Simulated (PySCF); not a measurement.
YF₂, SMILES [F][Y+][F], charge +1.

Geometry optimised at B3LYP-D3(BJ)/def2-TZVP. The multiplicity is an assumed one; other spin states were not compared. The isomer is the one that the SMILES or the coordinates give; other isomers of the formula were not compared. The def2 effective core potentials stand for the cores of Y; spin–orbit coupling is left out.

Two levels are set side by side: PBE/def2-TZVPD (PySCF) and B3LYP/def2-TZVPD (PySCF). Same geometry, gas phase. Differences are taken from unrounded values.

```json
[
 {"quantity": "orbital gap (eV)", "B3LYP": "7.47"},
 {"quantity": "highest occupied level (eV)", "B3LYP": "-16.05"},
 {"quantity": "lowest empty level (eV)", "B3LYP": "-8.58"},
 {"quantity": "mean polarisability (bohr³)", "B3LYP": "22.3"}
]
```

**Question.** What does PBE give, and how far is it from B3LYP? (Estimate from the structure and the level; the computed values follow.)

**Answer.** 
```tsv
quantity	PBE	PBE minus B3LYP
orbital gap (eV)	5.57	-1.90
highest occupied level (eV)	-14.47	1.58
lowest empty level (eV)	-8.90	-0.32
mean polarisability (bohr³)	23.8	1.5
```

Without exact exchange PBE keeps part of each electron's self-repulsion, which lifts occupied levels and narrows the gap. PBE's more diffuse valence density responds more strongly to a field. Differences between two approximate levels are no errors against the true value.

Rough cost on one machine, each run with all the roots and properties that it gave: B3LYP against PBE within a factor of 2.
